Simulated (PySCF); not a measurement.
C2H5O, SMILES O([CH2])C, multiplicity 2.

The structure is a stationary point at PBE0-D3(BJ)/def2-TZVP. The isomer is the one that the SMILES or the coordinates give; other isomers of the formula were not compared.

Calculation: M06-2X/def2-TZVPD (PySCF).

Gas-phase values at a fixed geometry.

Problem. Estimate the frontier levels, dipole moment and polarisability. (An estimate is asked for; the answer gives what the named calculation found.)

Solution. 
| Quantity | Result |
|---|---|
| α spin, highest occupied and lowest empty level | -6.30 and 0.55 eV |
| β spin, highest occupied and lowest empty level | -10.48 and -0.27 eV |
| dipole moment | 1.33 D |
| quadrupole, principal values (traceless, Buckingham form, about the centre of nuclear charge) | -2.60, -0.78, 3.38 D·Å |
| mean static polarisability | 33.5 bohr³ (4.97 Å³) |
| polarisability, principal values | 30.3, 30.6, 39.6 bohr³ |
| ⟨S²⟩ | 0.755 (pure state 0.75) |
